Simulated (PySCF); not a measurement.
Orbital picture of HfBr⁺

UHF at R = 2.383 Å; Hf def2-TZVPPD with ECP60, Br def2-TZVPPD; scalar-relativistic core potentials (PySCF 2.14). State: ³Δ (triplet), unpaired electrons σ ↑, δ ↑. Only the outer orbitals are listed, counted within each symmetry, core potentials removing the inner ones.

| spin | orbital | occ. | ε (eV) | on Hf (%) | main shells (%) |
| --- | --- | --- | --- | --- | --- |
| α | 9σ | 1 | -31.80 | 8 | 92 Br s |
| α | 10σ | 1 | -17.88 | 22 | 74 Br p, 12 Hf d, 8 Hf s |
| α | 5π | 1 | -16.54 | 12 | 88 Br p, 8 Hf d |
| α | 5π | 1 | -16.54 | 12 | 88 Br p, 8 Hf d |
| α | 2δ | 1 | -14.92 | 100 | 100 Hf d |
| α | 11σ | 1 | -13.92 | 102 | 73 Hf s, 27 Hf d |
| α | 12σ | 0 | -4.95 | 94 | 43 Hf p, 38 Hf d, 12 Hf s |
| α | 6π | 0 | -4.67 | 100 | 52 Hf p, 48 Hf d |
| α | 6π | 0 | -4.67 | 100 | 52 Hf p, 48 Hf d |
| β | 4π | 1 | -48.37 | 100 | 100 Hf p |
| β | 4π | 1 | -48.37 | 100 | 100 Hf p |
| β | 9σ | 1 | -31.95 | 7 | 92 Br s |
| β | 10σ | 1 | -17.82 | 20 | 76 Br p, 9 Hf d, 8 Hf s |
| β | 5π | 1 | -16.65 | 9 | 91 Br p |
| β | 5π | 1 | -16.65 | 9 | 91 Br p |
| β | 11σ | 0 | -5.51 | 103 | 87 Hf s, 16 Hf p |
| β | 12σ | 0 | -3.71 | 99 | 56 Hf d, 36 Hf p |
| β | 6π | 0 | -3.56 | 99 | 60 Hf d, 39 Hf p |

**Question.** Which are the highest filled and the lowest empty level, where do they sit, and how wide is the gap?

**Answer.** Highest filled α 11σ at -13.92 eV (in %: 73 Hf s, 27 Hf d); lowest empty β 11σ at -5.51 eV (in %: 87 Hf s, 16 Hf p); the gap at UHF is 8.41 eV.

The bond order (Mayer) is 1.49 and the ⟨S²⟩ is 2.009. The charge on Hf (Mulliken, basis-dependent) is 1.02 and the charge on Hf (Löwdin, basis-dependent) is 0.74. The dipole moment (positive dipole points towards Br; it is taken about the centre of mass and depends on that origin) is -6.13 D. The polarisability along the bond is 71.9 bohr³ and the polarisability across the bond is 76.9 bohr³.

Shares are Mulliken populations and can fall outside 0 to 100 %.

Spin–orbit coupling is left out. With d or f electrons several states lie close, and the lowest PBE0 determinant need not be the measured ground state.
